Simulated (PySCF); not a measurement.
Match each property card to its molecule.

Structures:
1. `CCO[C@@H]1[SiH2][C@@]1(F)C(F)F`
2. `C=CP1C=C1`
3. `CC[Si@@H](Cl)C#C[SiH2]F`

Card P (geometry GFN2-xTB):
* Rotational constants A, B, C: 1.781, 0.679, 0.620 GHz
* HOMO energy (PBE0/pcSseg-1): -7.24 eV
* Point group: C1
* Dipole moment (PBE0/pcSseg-1): 1.38 D
* 13C chemical shifts (computed TMS as zero) by class (GIAO PBE0/pcSseg-1): 124.1 (1 C), 90.3 (1 C), 74.3 (1 C), 63.2 (1 C), 18.0 (1 C) ppm

Card Q (geometry GFN2-xTB):
- Rotational constants A, B, C: 12.078, 2.671, 2.512 GHz
- Static isotropic polarisability (B3LYP/def2-SVPD): 71.7 au
- HOMO energy (B3LYP/def2-SVPD): -6.64 eV
- Dipole moment (B3LYP/def2-SVPD): 1.34 D
- Isotropic shieldings of nuclei other than C and H, by class (GIAO PBE0/pcSseg-1): 542 (1 P) ppm

Card R (geometry GFN2-xTB):
- Rotational constants A, B, C: 1.647, 0.477, 0.384 GHz
- Static isotropic polarisability (CAM-B3LYP/def2-SVPD): 110.9 au
- Lowest singlet excitation (TDDFT CAM-B3LYP/def2-SVPD): 5.37 eV (231 nm, f = 0.001)
- 13C chemical shifts (computed TMS as zero) by class (GIAO PBE0/pcSseg-1): 119.1 (1 C), 115.4 (1 C), 16.8 (1 C), 8.5 (1 C) ppm
- Isotropic shieldings of nuclei other than C and H, by class (GIAO PBE0/pcSseg-1): 389 (1 F), 369 (1 Si), 379 (1 Si), 958 (1 Cl) ppm

Species are written as SMILES; each is one conformer at its optimised geometry, gas phase, non-relativistic unless stated. Electronic properties by PySCF. NMR classes are plain means over equivalent atoms (diastereotopic ones count apart unless rotation or inversion swaps them), as if these changed places fast.

Which card belongs to which structure?

P = 1, Q = 2, R = 3. What ties each card to its structure:
- 1 (card P), C5H9F3OSi, monoisotopic mass 170.0 u, 10 heavy atoms: 5 C in 5 classes; the least shielded carbon (124.1 ppm) is a CHF2 carbon; an asymmetric top with C = 0.620 GHz; dipole 1.38 D.
- 2 (card Q), C4H5P, monoisotopic mass 84.0 u, 5 heavy atoms: an asymmetric top with C = 2.512 GHz, the highest such constant on the cards; polarisability 71.7 au for 44 electrons; dipole 1.34 D.
- 3 (card R), C4H8ClFSi2, monoisotopic mass 166.0 u, 8 heavy atoms: 4 C in 4 classes; the least shielded carbon (119.1 ppm) is an alkyne carbon; an asymmetric top with C = 0.384 GHz, the lowest such constant on the cards; polarisability 110.9 au for 86 electrons.
